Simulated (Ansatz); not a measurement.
`[SH][Sn]([Cl])[Cl]` radical, relaxed with UKS PBE-D4/def2-SVP in the Gaussian-basis code of Ansatz from a rough embedded geometry. The force threshold is 0.03 eV/Å; the program also tests the step.

The species carries charge 0 and has multiplicity 2. Sn takes the def2 core potential.

Start:

```xyz
5

S    -1.458   -1.139   -0.186
Sn    0.149    0.181    0.935
Cl    2.276   -0.628    0.414
Cl    0.004    2.375    0.305
H    -0.971   -0.790   -1.468
```

Question: By how much does the energy fall, and how many steps does the optimiser take? (An estimate is asked.)

Answer: Ansatz gave: 34.04 kJ/mol, in 16 steps.

Question: Which bonds change most? (Best estimate.)

Answer: Computed: S1–Sn2 from 2.364 to 2.489 Å; Sn2–Cl4 from 2.288 to 2.407 Å; Sn2–Cl3 from 2.334 to 2.401 Å; S1–H5 from 1.414 to 1.366 Å.

Question: Give the relaxed structure. (Best estimate.)

Answer: Ansatz gave: 
```xyz
5

S    -1.046   -1.392   -0.646
Sn    0.226    0.080    0.906
Cl    2.516   -0.637    0.860
Cl    0.105    2.272   -0.080
H    -1.800   -0.323   -1.040
```
